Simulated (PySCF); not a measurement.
**Ho⁵⁰⁺: ionisation energy**

Ho⁵⁰⁺ [Ne] 3s2 3p5 (2P) → Ho⁵¹⁺ [Ne] 3s2 3p4 (3P), as a difference of total energies. Computed with PySCF 2.14 in an uncontracted even-tempered set (17 s from 11 bohr⁻², ratio 2.5; 12 p from 15 bohr⁻², ratio 2.5; 4 d from 62 bohr⁻², ratio 2.7; 4 f from 93 bohr⁻², ratio 2.7), with scalar relativity by spin-free X2C-1e. Correlated levels: outer shells: 1s2 frozen; virtual orbitals above 40 to 60 times the deepest correlated orbital energy dropped. The calculations carry no spin-orbit coupling.

```json
{"method": "UHF", "ionisation energy (eV)": "4644.0"}
{"method": "LDA", "ionisation energy (eV)": "4645.9"}
{"method": "PBE", "ionisation energy (eV)": "4646.7"}
{"method": "PBE0", "ionisation energy (eV)": "4646.5"}
{"method": "r2SCAN", "ionisation energy (eV)": "4647.0"}
{"method": "PBEsol", "ionisation energy (eV)": "4645.9"}
{"method": "B97-3", "ionisation energy (eV)": "4646.6"}
{"method": "MP2 (outer shells)", "ionisation energy (eV)": "4645.1"}
{"method": "SCS-MP2 (outer shells)", "ionisation energy (eV)": "4645.0"}
```

Spin-orbit coupling is strong in these open shells (close to jj coupling). The scalar numbers leave it out and a first-order estimate fails, so it can dominate the gap to the real levels.

Breit and QED terms and the two-electron picture change are absent.

For comparison: 4576 ± 4 eV (theoretical estimate listed by NIST; NIST Atomic Spectra Database, ionization energies).
